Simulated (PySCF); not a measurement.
**Magnetisability: `InChI=1S/C6H9NO2/c8-5-7-6-2-1-3-9-4-6/h4-5H,1-3H2,(H,7,8)`**

Molfile (atoms numbered from 1):
```
C6H9NO2
     RDKit          3D

 18 18  0  0  0  0  0  0  0  0999 V2000
    2.3413    0.3702    1.9944 O   0  0  0  0  0  0  0  0  0  0  0  0
    2.7332    0.0386    0.9040 C   0  0  0  0  0  0  0  0  0  0  0  0
    1.9860   -0.2217   -0.1922 N   0  0  0  0  0  0  0  0  0  0  0  0
    0.5829   -0.1822   -0.3044 C   0  0  0  0  0  0  0  0  0  0  0  0
    0.0017   -0.6733   -1.4021 C   0  0  0  0  0  0  0  0  0  0  0  0
   -1.3375   -0.7225   -1.6351 O   0  0  0  0  0  0  0  0  0  0  0  0
   -2.1449   -0.4220   -0.5123 C   0  0  0  0  0  0  0  0  0  0  0  0
   -1.6132    0.7824    0.2570 C   0  0  0  0  0  0  0  0  0  0  0  0
   -0.2185    0.4603    0.7907 C   0  0  0  0  0  0  0  0  0  0  0  0
    3.8104   -0.0885    0.6771 H   0  0  0  0  0  0  0  0  0  0  0  0
    2.4651   -0.5440   -1.0209 H   0  0  0  0  0  0  0  0  0  0  0  0
    0.5585   -1.0853   -2.2321 H   0  0  0  0  0  0  0  0  0  0  0  0
   -2.1825   -1.2978    0.1499 H   0  0  0  0  0  0  0  0  0  0  0  0
   -3.1441   -0.2360   -0.9130 H   0  0  0  0  0  0  0  0  0  0  0  0
   -1.5615    1.6344   -0.4236 H   0  0  0  0  0  0  0  0  0  0  0  0
   -2.2925    1.0288    1.0719 H   0  0  0  0  0  0  0  0  0  0  0  0
   -0.2761   -0.2046    1.6561 H   0  0  0  0  0  0  0  0  0  0  0  0
    0.2830    1.3694    1.1231 H   0  0  0  0  0  0  0  0  0  0  0  0
  1  2  2  0
  2  3  1  0
  3  4  1  0
  4  5  2  0
  5  6  1  0
  6  7  1  0
  7  8  1  0
  8  9  1  0
  9  4  1  0
  2 10  1  0
  3 11  1  0
  5 12  1  0
  7 13  1  0
  7 14  1  0
  8 15  1  0
  8 16  1  0
  9 17  1  0
  9 18  1  0
M  END
```

Computed, not measured: PySCF 2.14.0, GIAO B97-2/pcSseg-1 magnetisability, rotational g tensor and spin-rotation constants, non-relativistic, gas phase. Geometry: GFN2-xTB.

**Question.** What are the magnetisability and the molar susceptibility?

**Answer.** Isotropic -1159 × 10⁻³⁰ J/T², or -69.8 × 10⁻⁶ cm³/mol; principal values -1213, -1176, -1087 × 10⁻³⁰ J/T², anisotropy 112 × 10⁻³⁰ J/T² (root of half the summed squared differences of the principal values). The susceptibility is in cgs units.

**Question.** Split it along the inertial axes a, b, c into diamagnetic and paramagnetic parts about the centre of mass, with the quadrupole moment.

**Answer.** 
| axis | χ (10⁻⁶ cm³/mol) | diamagnetic (10⁻⁶ cm³/mol) | paramagnetic (10⁻⁶ cm³/mol) | summed x² of all electrons (Å²) | quadrupole Θ (D Å) |
| --- | --- | --- | --- | --- | --- |
| a | -70.9 | -435.7 | 364.8 | 259.4 | -7.13 |
| b | -65.6 | -1184.7 | 1119.1 | 82.9 | +7.35 |
| c | -72.9 | -1452.0 | 1379.1 | 19.8 | -0.21 |

Anisotropies 2χaa − χbb − χcc = -3.3 and 2χbb − χaa − χcc = +12.7 × 10⁻⁶ cm³/mol. Θ is traceless in Buckingham's convention.

**Question.** And the rotational g tensor?

**Answer.** 
```
axis  rotational constant (GHz)        g  nuclear part  electronic part
   a                     3.7829  -0.0361        0.6122          -0.6483
   b                     1.0801  -0.0174        0.5505          -0.5679
   c                     0.8728  -0.0092        0.5563          -0.5655
```
Asymmetric top; isotopes 12C, 1H, 14N, 16O; no vibrational averaging.
